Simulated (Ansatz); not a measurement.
Steps of a relaxation of `FC[SiH2]CF` with RKS PBE0-D4/def2-TZVP.

```sh
$ ansatz run in.yaml --threads 4 --pin off --events-out ev --progress --plain --max-ram 10444MiB
```

```yaml
crystal:
  periodic: [false, false, false]
  atoms:
    - {symbol: F, position_ang: [-1.396395, 0.391953, 1.612535]}
    - {symbol: C, position_ang: [-0.051874, 0.709698, 1.386454]}
    - {symbol: Si, position_ang: [0.640382, -0.538237, 0.118616]}
    - {symbol: C, position_ang: [-0.399698, -0.328265, -1.468407]}
    - {symbol: F, position_ang: [-0.231029, 0.982748, -1.927797]}
    - {symbol: H, position_ang: [0.500405, 0.694017, 2.353338]}
    - {symbol: H, position_ang: [0.013193, 1.743461, 0.976386]}
    - {symbol: H, position_ang: [2.086108, -0.231521, -0.162532]}
    - {symbol: H, position_ang: [0.492090, -1.941401, 0.640436]}
    - {symbol: H, position_ang: [-0.111211, -1.043638, -2.271871]}
    - {symbol: H, position_ang: [-1.476572, -0.495915, -1.236559]}
basis:
  gaussian: {orbitals: def2-TZVP}
hamiltonian: {xc: pbe0, dispersion: d4}
relax: {f_tol: 0.005, max_steps: 150}
```

Positions (Å) and forces (eV/Å) along the path, 7 of 7 steps:

```xyz
11
step=1 energy=-15475.0540 eV
F    -1.396    0.392    1.613    0.329    0.170    0.041
C    -0.052    0.710    1.386    0.348    0.212    0.022
Si    0.640   -0.538    0.119   -0.027    0.021   -0.009
C    -0.400   -0.328   -1.468   -0.162   -0.390    0.027
F    -0.231    0.983   -1.928   -0.105   -0.347    0.004
H     0.500    0.694    2.353   -0.408   -0.026   -0.481
H     0.013    1.743    0.976   -0.144   -0.542    0.252
H     2.086   -0.232   -0.163   -0.295   -0.061    0.077
H     0.492   -1.941    0.640    0.033    0.282   -0.125
H    -0.111   -1.044   -2.272   -0.129    0.496    0.380
H    -1.477   -0.496   -1.237    0.559    0.183   -0.187
11
step=2 energy=-15475.0953 eV
F    -1.383    0.413    1.639    0.058    0.030    0.012
C    -0.042    0.709    1.390    0.085    0.077    0.004
Si    0.629   -0.530    0.117   -0.054    0.045   -0.010
C    -0.397   -0.338   -1.470   -0.066   -0.109    0.006
F    -0.244    0.962   -1.950   -0.017   -0.055   -0.005
H     0.502    0.681    2.345   -0.085   -0.026   -0.157
H     0.014    1.738    1.002   -0.016   -0.174    0.058
H     2.064   -0.227   -0.154   -0.070   -0.010    0.014
H     0.485   -1.923    0.627    0.002    0.066   -0.027
H    -0.097   -1.038   -2.263   -0.019    0.119    0.137
H    -1.466   -0.503   -1.263    0.182    0.036   -0.032
11
step=3 energy=-15475.0998 eV
F    -1.380    0.422    1.654    0.013    0.007    0.002
C    -0.041    0.708    1.391   -0.012   -0.017   -0.005
Si    0.620   -0.523    0.115   -0.020    0.017   -0.004
C    -0.396   -0.339   -1.470    0.012    0.008    0.008
F    -0.250    0.957   -1.962   -0.004   -0.008    0.000
H     0.509    0.666    2.335    0.009   -0.002    0.011
H     0.019    1.733    1.010    0.000    0.016    0.001
H     2.050   -0.219   -0.153    0.010    0.003    0.006
H     0.475   -1.913    0.622    0.000   -0.011   -0.004
H    -0.081   -1.039   -2.250    0.006   -0.010   -0.009
H    -1.459   -0.510   -1.272   -0.015   -0.003   -0.005
11
step=4 energy=-15475.1001 eV
F    -1.379    0.428    1.661    0.002    0.005    0.004
C    -0.040    0.710    1.395   -0.022   -0.011   -0.008
Si    0.615   -0.519    0.115    0.003   -0.003    0.001
C    -0.397   -0.342   -1.474    0.005    0.021    0.006
F    -0.254    0.954   -1.969   -0.004    0.000   -0.005
H     0.514    0.661    2.337    0.011   -0.003    0.005
H     0.023    1.736    1.019    0.004    0.010   -0.001
H     2.046   -0.216   -0.150    0.006    0.002   -0.001
H     0.471   -1.911    0.618   -0.002   -0.006    0.002
H    -0.074   -1.042   -2.251    0.006   -0.011   -0.002
H    -1.460   -0.517   -1.281   -0.009   -0.005   -0.001
11
step=5 energy=-15475.1002 eV
F    -1.378    0.434    1.670    0.007    0.001   -0.002
C    -0.040    0.711    1.397   -0.013    0.002    0.006
Si    0.611   -0.517    0.114    0.003   -0.002    0.001
C    -0.397   -0.342   -1.477   -0.003    0.010   -0.008
F    -0.259    0.952   -1.975    0.000   -0.006    0.003
H     0.519    0.657    2.337    0.002    0.001    0.000
H     0.026    1.739    1.025    0.002   -0.003   -0.001
H     2.043   -0.214   -0.148   -0.001    0.000    0.000
H     0.467   -1.910    0.616   -0.001    0.001    0.000
H    -0.067   -1.043   -2.250    0.000   -0.002    0.000
H    -1.460   -0.523   -1.289    0.003   -0.002    0.002
11
step=6 energy=-15475.1002 eV
F    -1.378    0.435    1.671    0.005    0.001   -0.001
C    -0.040    0.711    1.398   -0.006    0.000    0.001
Si    0.611   -0.517    0.114    0.002   -0.002    0.000
C    -0.396   -0.342   -1.477    0.000    0.005   -0.002
F    -0.260    0.952   -1.975   -0.001   -0.004    0.001
H     0.519    0.657    2.337    0.000    0.000   -0.001
H     0.027    1.738    1.025    0.000    0.000    0.000
H     2.043   -0.213   -0.148    0.000    0.000    0.001
H     0.466   -1.910    0.616    0.000    0.000   -0.001
H    -0.066   -1.043   -2.251    0.000    0.000    0.001
H    -1.460   -0.525   -1.290    0.000    0.000    0.000
11
step=7 energy=-15475.1002 eV
F    -1.378    0.435    1.671   -0.001    0.000    0.000
C    -0.040    0.711    1.398    0.001    0.000    0.000
Si    0.611   -0.517    0.114   -0.001    0.000    0.000
C    -0.396   -0.342   -1.477    0.000    0.000    0.000
F    -0.260    0.952   -1.975    0.000    0.001    0.000
H     0.520    0.657    2.337    0.000    0.000    0.000
H     0.026    1.738    1.024    0.000    0.000    0.000
H     2.043   -0.214   -0.147    0.000    0.000    0.000
H     0.466   -1.910    0.615    0.000    0.000    0.000
H    -0.066   -1.043   -2.251    0.000    0.000    0.000
H    -1.459   -0.525   -1.289    0.000    0.000    0.000
```

It took 19 s on 4 threads of an Arm Neoverse V2 on a shared host, with 0.46 GiB of host memory at the peak.
